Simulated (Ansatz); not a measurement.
The same path of AlH7N2OS (12 atoms, charge 0, multiplicity 1) was run twice with different band settings. Lost on the way: O2–H7, N4–H12, H5–S6. Made: O2–H5, N3–H7, S6–H12.

These are results of Ansatz 0.2.0, RKS PBE/def2-SVP, not measurements.

Relaxed end points:

```xyz
12
Properties=species:S:1:pos:R:3
Al 0.170 0.198 -0.355
O -0.817 1.649 -0.336
N 1.889 0.149 0.222
N -0.887 -0.658 1.176
H -1.260 -0.623 -2.483
S -0.189 -1.312 -1.998
H -0.584 2.367 -0.945
H 2.278 0.850 0.861
H 2.635 -0.155 -0.411
H -1.645 -0.037 1.491
H -0.291 -0.903 1.978
H -1.300 -1.524 0.801
```

```xyz
12
Properties=species:S:1:pos:R:3
Al -0.346 -0.135 -0.245
O -1.053 1.123 -1.242
N 1.459 0.835 -0.209
N -0.827 -0.211 1.504
H -1.900 0.946 -1.681
S 0.231 -2.101 -1.195
H 1.372 1.689 -0.780
H 1.660 1.102 0.764
H 2.244 0.271 -0.563
H -1.584 0.377 1.865
H -0.784 -1.065 2.067
H -0.474 -2.830 -0.286
```

Common settings: movable images 5; climbing image yes; optimiser quadratic models (default); start path through a guess of the saddle point; force threshold 0.05 eV/Å; iteration limit 60; end points relaxed.

| run | spring |
| --- | --- |
| 1 | 5.0 eV/Å² |
| 2 | 0.5 eV/Å² |

Q: What does each run give, and how far can it be trusted?

A: Run 1: converged after 28 iterations, highest image 1.288 eV above the first end. A vibrational analysis at the climbing image gives no mode beyond 40i cm⁻¹: the surface is too flat there to confirm a saddle point.
Run 2: converged after 40 iterations, highest image 1.288 eV above the first end. Another band between the same ends (5 images) ends at a top of the same energy, where a vibrational analysis finds no clearly imaginary modes.
The orbitals stay closed-shell, which can raise the energy where a bond breaks towards radicals; this wasn't checked here.
